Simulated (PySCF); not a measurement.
C₄H₆Si. Atoms are numbered in the order given.

```xyz
11

C      0.0000    -0.7406    -1.2943
C      0.0000    -1.3581    -0.0870
Si     0.0000     0.0000     1.2060
C      0.0000     1.3581    -0.0870
C      0.0000     0.7406    -1.2943
H      0.0000    -1.2809    -2.2497
H      0.0000    -2.4467     0.0109
H     -1.2102     0.0000     2.0848
H      1.2102     0.0000     2.0848
H      0.0000     2.4467     0.0109
H      0.0000     1.2809    -2.2497
```

Geometry: r2SCAN-D4/def2-SVP.

Method: TDDFT-PBE0/def2-SVPD (PySCF).

Vertical excitations. The molecule is in vacuum. State labels are in the subgroup C2v.

Question: Give excitation energies, oscillator strengths and character. (An estimate is asked for; the answer gives what the named calculation found.)

Answer: 
| state | symmetry | energy (eV) | λ (nm) | f | main pairs |
|---|---|---|---|---|---|
| S1 | B2 | 4.37 | 284 | 0.056 | HOMO→LUMO 99 % |
| S2 | A2 | 5.64 | 220 | 0.000 | HOMO−2→LUMO 99 % |
| S3 | B1 | 5.95 | 208 | 0.005 | HOMO−3→LUMO 97 % |
| S4 | A1 | 6.30 | 197 | 0.061 | HOMO−1→LUMO 76 %, HOMO→LUMO+3 23 % |
| S5 | A2 | 6.40 | 194 | 0.000 | HOMO→LUMO+1 97 % |
| S6 | B1 | 6.40 | 194 | 0.008 | HOMO→LUMO+2 99 % |
| S7 | A2 | 7.23 | 172 | 0.000 | HOMO→LUMO+4 81 %, HOMO→LUMO+5 15 % |
| S8 | A2 | 7.26 | 171 | 0.000 | HOMO→LUMO+5 84 %, HOMO→LUMO+4 15 % |
| S9 | A1 | 7.32 | 169 | 0.152 | HOMO→LUMO+3 42 %, HOMO−4→LUMO 40 %, HOMO−1→LUMO 14 % |
| S10 | B1 | 7.50 | 165 | 0.038 | HOMO→LUMO+6 86 % |
| T1 | B2 | 2.58 | 481 | 0 | HOMO→LUMO 96 % |
| T2 | A1 | 4.63 | 268 | 0 | HOMO−1→LUMO 57 %, HOMO→LUMO+3 28 %, HOMO−4→LUMO 12 % |
| T3 | A2 | 5.18 | 239 | 0 | HOMO−2→LUMO 98 % |
| T4 | B1 | 5.37 | 231 | 0 | HOMO−3→LUMO 97 % |
Triplets are in the Tamm–Dancoff approximation, which puts them higher than full response would, so one can lie above its singlet here.
